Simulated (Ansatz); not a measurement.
The inner images of a band of AlClH₆O₂Si (11 atoms, charge 0, multiplicity 1) are given out of order.

These are results of RHF/6-31G* in Ansatz 0.2.0, not measurements.

Image 0:

```xyz
11
Properties=species:S:1:pos:R:3
Al -0.218 0.197 0.280
O -0.769 -0.027 1.882
Si -1.406 -0.795 3.162
H -2.173 -1.989 2.755
H -0.345 -1.222 4.097
H -2.315 0.115 3.894
H 1.184 -0.353 -0.168
Cl -1.746 0.242 -1.237
O -0.023 2.170 0.478
H -0.466 2.698 -0.181
H -0.328 2.438 1.342
```

Image 8:

```xyz
11
Properties=species:S:1:pos:R:3
Al -0.286 0.518 0.078
O -0.609 0.456 2.009
Si -1.352 -0.643 3.083
H -1.331 -1.925 2.385
H -0.546 -0.658 4.309
H -2.711 -0.172 3.367
H 0.771 -0.613 -0.218
Cl -2.244 0.147 -0.744
O 0.163 2.174 0.208
H 0.004 2.829 -0.452
H -0.465 1.361 2.282
```

Problem. Put them in order from the first end to the last, with their energies above the first end.
A.
```xyz
11
Properties=species:S:1:pos:R:3
Al -0.239 0.210 0.121
O -0.714 0.064 1.790
Si -1.391 -0.677 3.066
H -1.709 -2.068 2.710
H -0.460 -0.658 4.213
H -2.629 0.024 3.470
H 1.087 -0.458 -0.380
Cl -1.873 0.325 -1.255
O 0.053 2.075 0.687
H -0.432 2.810 0.329
H -0.301 1.827 1.555
```
B.
```xyz
11
Properties=species:S:1:pos:R:3
Al -0.226 0.188 0.257
O -0.649 -0.076 1.894
Si -1.400 -0.794 3.140
H -1.992 -2.089 2.748
H -0.453 -1.023 4.250
H -2.490 0.069 3.646
H 1.127 -0.362 -0.319
Cl -1.874 0.306 -1.120
O 0.020 2.152 0.501
H -0.467 2.719 -0.091
H -0.202 2.384 1.400
```
C.
```xyz
11
Properties=species:S:1:pos:R:3
Al -0.207 0.492 -0.012
O -0.673 0.316 1.898
Si -1.369 -0.635 3.124
H -1.593 -1.955 2.543
H -0.417 -0.673 4.241
H -2.615 0.017 3.540
H 0.950 -0.532 -0.305
Cl -2.039 0.179 -1.088
O 0.136 2.150 0.351
H -0.286 2.877 -0.080
H -0.495 1.238 2.095
```
D.
```xyz
11
Properties=species:S:1:pos:R:3
Al -0.241 0.507 0.042
O -0.640 0.402 1.965
Si -1.361 -0.641 3.104
H -1.517 -1.923 2.421
H -0.454 -0.727 4.254
H -2.643 -0.054 3.506
H 0.876 -0.569 -0.232
Cl -2.133 0.124 -0.909
O 0.144 2.174 0.254
H -0.150 2.869 -0.312
H -0.488 1.314 2.213
```
E.
```xyz
11
Properties=species:S:1:pos:R:3
Al -0.254 0.192 0.192
O -0.699 -0.076 1.824
Si -1.411 -0.773 3.103
H -1.773 -2.175 2.823
H -0.496 -0.744 4.263
H -2.633 -0.031 3.482
H 1.075 -0.414 -0.383
Cl -1.882 0.411 -1.192
O 0.066 2.118 0.590
H -0.431 2.763 0.093
H -0.169 2.203 1.512
```
F.
```xyz
11
Properties=species:S:1:pos:R:3
Al -0.175 0.453 -0.037
O -0.692 0.254 1.838
Si -1.379 -0.610 3.117
H -1.632 -1.960 2.616
H -0.420 -0.613 4.228
H -2.617 0.071 3.510
H 1.029 -0.502 -0.362
Cl -1.946 0.233 -1.220
O 0.106 2.097 0.504
H -0.385 2.844 0.202
H -0.496 1.207 1.911
```
G.
```xyz
11
Properties=species:S:1:pos:R:3
Al -0.188 0.348 0.029
O -0.710 0.242 1.811
Si -1.386 -0.609 3.069
H -1.646 -1.979 2.607
H -0.453 -0.622 4.205
H -2.641 0.043 3.475
H 1.079 -0.485 -0.361
Cl -1.876 0.305 -1.276
O 0.053 2.042 0.710
H -0.403 2.810 0.390
H -0.435 1.379 1.649
```

Solution. B (+0.3 kJ/mol), E (+1.7 kJ/mol), A (+19.5 kJ/mol), G (+94.8 kJ/mol), F (+51.1 kJ/mol), C (+38.7 kJ/mol), D (+34.3 kJ/mol).

The run took 2.9 min on 2 threads of Arm Neoverse V1, with other jobs on the host, peak memory 0.22 GiB.
